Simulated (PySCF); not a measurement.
**Working out the ionisation energy of Ne⁺**

Ne⁺ [He] 2s2 2p5 (2P) → Ne²⁺ [He] 2s2 2p4 (3P). Calculation: PySCF 2.14, in dyall-acv3z (15s9p4d2f, 76 functions); scalar relativity by spin-free X2C-1e. Frozen: 1s2; the 19 highest virtual orbitals dropped. Energies in hartree (1 hartree = 27.21139 eV):

| part | Ne⁺ (lower) | Ne²⁺ (upper) |
| --- | --- | --- |
| UHF | -127.962646 | -126.520083 |
| CCSD correlation | -0.220266 | -0.166898 |
| (T) | -0.002992 | -0.001717 |

Task: What does Hartree-Fock give?

Result: (-126.520083) − (-127.962646) = 1.442563 hartree = 39.254 eV.

Task: What do CCSD and CCSD(T) give?

Result: The CCSD correlation energies differ by 0.053368 hartree = 1.452 eV and the triples by 0.001275 hartree = 0.035 eV, so CCSD gives 40.706 eV and CCSD(T) 40.741 eV.

A first-order spin-orbit estimate adds -0.005 eV to CCSD(T) (valence), giving 40.736 eV against 40.963 eV (measured; NIST Atomic Spectra Database, ionization energies).

What remains against the reference includes basis incompleteness, the frozen core and higher excitations.
